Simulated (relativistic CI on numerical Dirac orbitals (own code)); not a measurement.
# Electric-dipole lines of Yb3+

Method of calculation: Dirac-Coulomb-Breit CI, separate exchange-only KLI orbitals for each configuration, a model potential for QED, valence Slater integrals scaled by 0.85, P86 correlation energy added to each configuration (own radial code, finite nucleus).

Configuration list (outside the closed core [Kr] 4d10 5s2): 4f¹³5p⁶, 4f¹²5p⁶5d, 4f¹²5p⁶6s, 4f¹³5p⁵5d, 4f¹²5p⁶6p, 4f¹⁴5p⁵, 4f¹²5p⁶5f, 4f¹²5p⁶6d, 4f¹²5p⁶7s, 4f¹³5p⁵5f, 4f¹³5p⁵5g, 4f¹²5p⁶5g, 4f¹³5p⁵6s, 4f¹²5p⁶7d, 4f¹²5p⁶6g. Double excitations out of closed p, d and f shells are left out; levels of such configurations are missing from the list, as are those of other unlisted configurations, and high levels can miss mixing partners.

```csv
λ vac (Å),Lower,Upper,A (s⁻¹),E lower (cm⁻¹),E upper (cm⁻¹)
1228.0,4f¹²5p⁶5d ⁴G11/2 [5],4f¹²5p⁶6p ⁴H°13/2 [138],1.91e+08,65236.8,146673.0
1252.0,4f¹²5p⁶5d ²L17/2 [87],4f¹²5p⁶6p ²K°15/2 [190],9.91e+08,103592.0,183464.9
1257.4,4f¹²5p⁶5d ⁴F7/2 [6],4f¹²5p⁶6p ⁴G°9/2 [136],2.42e+08,66577.0,146104.6
1276.1,4f¹²5p⁶5d ⁴K17/2 [7],4f¹²5p⁶6p ⁴I°15/2 [135],9.58e+08,66665.5,145027.2
1289.2,4f¹²5p⁶5d ⁴K15/2 [26],4f¹²5p⁶6p ⁴I°13/2 [150],9.47e+08,77189.5,154758.8
1296.2,4f¹²5p⁶5d ⁴F7/2 [6],4f¹²5p⁶6p ²G°9/2 [133],2.10e+08,66577.0,143723.7
1304.7,4f¹²5p⁶5d ⁴F9/2 [3],4f¹²5p⁶6p ⁴G°11/2 [130],5.70e+08,60938.5,137583.0
1307.1,4f¹²5p⁶5d ²I13/2 [66],4f¹²5p⁶6p ²H°11/2 [172],8.78e+08,92559.1,169066.5
1308.9,4f¹²5p⁶5d ⁴G11/2 [21],4f¹²5p⁶6p ⁴F°9/2 [141],6.41e+08,75134.4,151533.6
1310.6,4f¹²5p⁶5d ⁴H13/2 [41],4f¹²5p⁶6p ⁴G°11/2 [158],8.95e+08,83624.7,159924.3
1312.4,4f¹²5p⁶5d ²L15/2 [79],4f¹²5p⁶6p ²K°13/2 [177],8.38e+08,100208.4,176405.8
1320.0,4f¹²5p⁶5d ⁴I15/2 [12],4f¹²5p⁶6p ⁴H°13/2 [138],5.92e+08,70915.6,146673.0
1333.1,4f¹²5p⁶5d ⁴H13/2 [24],4f¹²5p⁶6p ⁴G°11/2 [143],7.19e+08,76965.3,151981.2
1333.9,4f¹²5p⁶5d ⁴H13/2 [13],4f¹²5p⁶6p ²H°11/2 [137],4.50e+08,71343.0,146310.0
1334.0,4f¹²5p⁶5d ⁴I13/2 [35],4f¹²5p⁶6p ⁴H°11/2 [156],5.48e+08,81163.3,156124.0
1349.3,4f¹²5p⁶5d ⁴I15/2 [12],4f¹²5p⁶6p ⁴I°15/2 [135],2.74e+08,70915.6,145027.2
1361.4,4f¹²5p⁶5d ²K15/2 [4],4f¹²5p⁶6p ²I°13/2 [132],7.64e+08,64656.6,138111.2
1364.5,4f¹²5p⁶5d ⁴K13/2 [19],4f¹²5p⁶6p ⁴I°11/2 [139],7.05e+08,74328.3,147612.9
1366.7,4f¹²5p⁶5d ²H11/2 [10],4f¹²5p⁶6p ²G°9/2 [133],4.21e+08,70556.7,143723.7
1372.2,4f¹²5p⁶5d ⁴G11/2 [5],4f¹²5p⁶6p ²I°13/2 [132],1.01e+08,65236.8,138111.2
1380.9,4f¹²5p⁶5d ⁴K11/2 [32],4f¹²5p⁶6p ²G°9/2 [146],6.23e+08,80187.3,152606.4
1382.2,4f¹²5p⁶5d ⁴G11/2 [5],4f¹²5p⁶6p ⁴G°11/2 [130],3.84e+08,65236.8,137583.0
1430.7,4f¹²5p⁶5d ⁴H13/2 [8],4f¹²5p⁶6p ²I°13/2 [132],3.07e+08,68216.1,138111.2
1434.2,4f¹²5p⁶5d ²H11/2 [27],4f¹²5p⁶6p ⁴I°11/2 [139],2.88e+08,77886.8,147612.9
1825.3,4f¹²5p⁶6s ²I13/2 [124],4f¹²5p⁶6p ²I°13/2 [192],7.40e+08,131539.3,186323.9
1838.8,4f¹²5p⁶6s ²I11/2 [125],4f¹²5p⁶6p ²I°11/2 [191],8.33e+08,131562.3,185944.4
1844.7,4f¹²5p⁶6s ⁴H13/2 [65],4f¹²5p⁶6p ⁴H°13/2 [138],5.94e+08,92464.2,146673.0
1857.8,4f¹²5p⁶6s ⁴H11/2 [82],4f¹²5p⁶6p ⁴H°11/2 [156],6.27e+08,102295.6,156124.0
1872.8,4f¹²5p⁶6s ⁴H9/2 [83],4f¹²5p⁶6p ²H°9/2 [152],7.25e+08,102379.7,155777.0
1873.1,4f¹²5p⁶6s ⁴F7/2 [99],4f¹²5p⁶6p ⁴G°9/2 [166],7.81e+08,109503.8,162891.6
1877.6,4f¹²5p⁶6s ⁴F9/2 [74],4f¹²5p⁶6p ⁴G°11/2 [143],8.63e+08,98721.4,151981.2
1887.7,4f¹²5p⁶6s ²H11/2 [68],4f¹²5p⁶6p ²H°11/2 [137],6.26e+08,93334.8,146310.0
1895.0,4f¹²5p⁶6s ²H11/2 [68],4f¹²5p⁶6p ⁴G°9/2 [136],6.31e+08,93334.8,146104.6
1896.3,4f¹²5p⁶6s ²H9/2 [91],4f¹²5p⁶6p ⁴G°11/2 [158],8.50e+08,107190.8,159924.3
1898.7,4f¹²5p⁶6s ²G9/2 [117],4f¹²5p⁶6p ²H°11/2 [172],8.47e+08,116398.8,169066.5
1902.5,4f¹²5p⁶6s ⁴H13/2 [65],4f¹²5p⁶6p ⁴I°15/2 [135],8.20e+08,92464.2,145027.2
1906.1,4f¹²5p⁶6s ⁴H11/2 [82],4f¹²5p⁶6p ⁴I°13/2 [150],8.52e+08,102295.6,154758.8
1925.8,4f¹²5p⁶6s ²I13/2 [124],4f¹²5p⁶6p ²K°15/2 [190],8.32e+08,131539.3,183464.9
1933.3,4f¹²5p⁶6s ²I11/2 [125],4f¹²5p⁶6p ²H°9/2 [189],8.22e+08,131562.3,183287.0
2204.7,4f¹²5p⁶6s ⁴H11/2 [82],4f¹²5p⁶6p ²G°9/2 [140],4.27e+08,102295.6,147652.5
2210.8,4f¹²5p⁶6s ⁴H9/2 [83],4f¹²5p⁶6p ⁴I°11/2 [139],3.27e+08,102379.7,147612.9
2216.4,4f¹²5p⁶6s ⁴H13/2 [65],4f¹²5p⁶6p ⁴G°11/2 [130],4.44e+08,92464.2,137583.0
2218.1,4f¹²5p⁶6s ²I13/2 [124],4f¹²5p⁶6p ²H°11/2 [178],4.83e+08,131539.3,176622.1
2230.0,4f¹²5p⁶6s ²I11/2 [125],4f¹²5p⁶6p ²K°13/2 [177],4.20e+08,131562.3,176405.8
2233.3,4f¹²5p⁶6s ²H11/2 [68],4f¹²5p⁶6p ²I°13/2 [132],3.66e+08,93334.8,138111.2
```

Terms are leading LS components. Brackets give the number of a level in order of energy, since labels repeat. The list gives strong lines, with weight on those to low levels, without lines whose two gauges differ by over a factor of 2.5, among the lowest 200 of 1339 levels, so that lines to higher ones, which can be the strongest, are missing, and without lines across small gaps between configurations, and without 55 lines that miss the measured interval by over 3.5 %, start from a term whose rates miss tabulated ones by over 60 %, have gauges far apart or, lacking measured levels, span too small a gap for the errors found; lines with a level outside our table were not tested and can miss by more. Levels whose partners in the same complex of configurations lie outside the list can be far off, and so can their lines. Rates are taken at the computed energies, electric ones in the length gauge.

Correlation outside the listed configurations is missing or only estimated: errors of thousands of cm⁻¹ between configurations and terms are usual at this charge. Rates and lifetimes follow the computed energies and can be off by large factors. The fine structure of a lone outer electron comes out too small, for d and f at times inverted, and misplaced configurations move strength between like terms. 1 of the 65 excited levels that our extract of the measured tables holds in this range could be paired (the sources list more); they are missed by 306 cm⁻¹ on average and 306 at most, and levels without a partner can miss by more.

LS names give the leading component of a level, which can be under half, so a name can repeat, a term be missing and a line seem to break the LS rules.
